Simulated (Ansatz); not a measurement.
Si(NCS)H3 (CH3NSSi) was relaxed with PBE-D4 (def2-SVP) in Ansatz in these states: charge +1 doublet, neutral singlet. The geometries follow in no particular order.

A:

```xyz
7

Si    0.815   -0.688   -0.295
N    -0.463    0.392    0.159
C    -1.352    1.141    0.487
S    -2.518    2.124    0.916
H     2.121   -0.119    0.178
H     0.825   -0.827   -1.790
H     0.573   -2.023    0.345
```

B:

| atom | x (Å) | y (Å) | z (Å) |
| --- | --- | --- | --- |
| Si1 | -0.984 | 0.604 | 0.336 |
| N2 | 0.500 | -0.290 | -0.192 |
| C3 | 1.482 | -0.877 | -0.535 |
| S4 | 2.807 | -1.666 | -1.001 |
| H5 | -1.448 | -0.294 | 1.450 |
| H6 | -1.877 | 0.593 | -0.859 |
| H7 | -0.480 | 1.930 | 0.801 |

Question: Judge from the bond lengths which geometry belongs to which state (an estimate).

Answer: A is the neutral singlet (Si1–N2 1.734 Å, C3–S4 1.584 Å, N2–C3 1.208 Å); B is the charge +1 doublet (Si1–N2 1.811 Å, C3–S4 1.610 Å, N2–C3 1.195 Å).
